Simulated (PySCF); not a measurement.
**Electron correlation in N³⁺ (nitrogen, charge +3)**

[He] 2s2, closed-shell 1S. All numbers are calculated (PySCF 2.14, scalar relativity by spin-free X2C-1e, in ANO-RCC-VTZP). Frozen: 1s2; 2 electrons correlated.

With two correlated electrons CCSD is exact within the correlated space (frozen core and kept virtual orbitals).

```
level  correlation energy (mhartree)
 CCSD                         -85.66
```

Diagnostics: T1 = 0.0066, D1 = 0.0093, largest double amplitude 0.155.

A double-excitation amplitude exceeds 0.15, a sign of near-degeneracy.

Cost of the coupled-cluster step: roughly 0.17 core-seconds, for 2 correlated electrons.
